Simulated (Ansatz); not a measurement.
Computed with Ansatz on PBE0-D4/def2-TZVP structures; ΔE is electronic, products minus reactants. CCSD(T)/CBS adds triple-zeta CCSD(T) − MP2 to the extrapolated MP2 energy (def2 sets, frozen cores). This one scheme is used for every species. DFT in def2-TZVPP. B3LYP here is the variant with VWN-RPA as its local correlation; programs differ in this. Each species was taken in one conformer, which may not be the lowest.

Reaction (hydrogenolysis of a B–Si bond): `CSB[SiH2]O` + H₂ → `BSC` + `O[SiH3]`

```csv
level,ΔE (kJ/mol)
r2SCAN-D4,-24.9
revPBE,-28.5
B3LYP,-43.1
BHLYP,-50.4
HF/def2-TZVPP,-66.2
MP2/def2-TZVPP,-33.5
MP2/def2-QZVPP,-32.1
HF/CBS(def2),-66.9
```

What does CCSD(T)/CBS give? (Estimate.)

The calculation gave: -31.4 kJ/mol. The listed levels differ from it by 6.5, 2.9, -11.7, -19.0, -34.8, -2.1, -0.7, -35.5 kJ/mol.

Largest T1 diagnostic among the species: 0.014.

In def2-TZVPP, CCSD(T) changes the Hartree–Fock value by +32.0 kJ/mol (the triples alone add +6.1 kJ/mol) and MP2 by +32.7 kJ/mol. Leaving LDA and LC-ωPBE aside and taking each functional with its dispersion term where it has one, the values, not all of them listed here, spread over 25.4 kJ/mol, from B2PLYP to revPBE-D4. LDA lies +5.8 kJ/mol from PBE without D4.

CCSD(T)/CBS has its own doubt, a few kJ/mol and more with outer-core shells, so smaller differences from it don't rank the levels.
